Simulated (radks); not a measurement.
Excited configurations of Ga+: one electron is placed in a higher orbital outside [Ar] 3d10 4s1. The ground configuration is [Ar] 3d10 4s2. Calculated with a radial shooting solver on a logarithmic mesh with Libxc functionals: Dirac Kohn-Sham, LDA (Slater exchange, Perdew-Wang correlation), spin-unpolarised, spherical densities, point nucleus; open shells fill j = l - 1/2 first. Excitation = E - E(ground); binding = E(ion) - E, where the ion is the core of charge +2; n* = 2/sqrt(2 binding) in atomic units, and the quantum defect is n - n*.

| outer orbital | excitation (eV) | binding (eV) | n* | quantum defect |
|---|---|---|---|---|
| 4p1/2 | 7.321 | 14.177 | 1.959 | 2.041 |
| 5d3/2 | 17.734 | 3.764 | 3.802 | 1.198 |
| 6s1/2 | 17.265 | 4.233 | 3.586 | 2.414 |
| 6d3/2 | 19.059 | 2.439 | 4.724 | 1.276 |
| 7f5/2 | 20.255 | 1.244 | 6.616 | 0.384 |

The Delta-SCF ionisation energy is 21.498 eV (NIST Atomic Spectra Database: 20.515 eV, measured). Self-interaction in the functional shifts the binding energies and quantum defects, so they are the method's values and not measured ones. Spin polarisation and multiplet splitting are left out, so open shells lie too high by an amount that depends on their filling.

Beside tabulated values, note that spin-unpolarised runs miss the spin-polarisation part of the exchange energy of open shells.
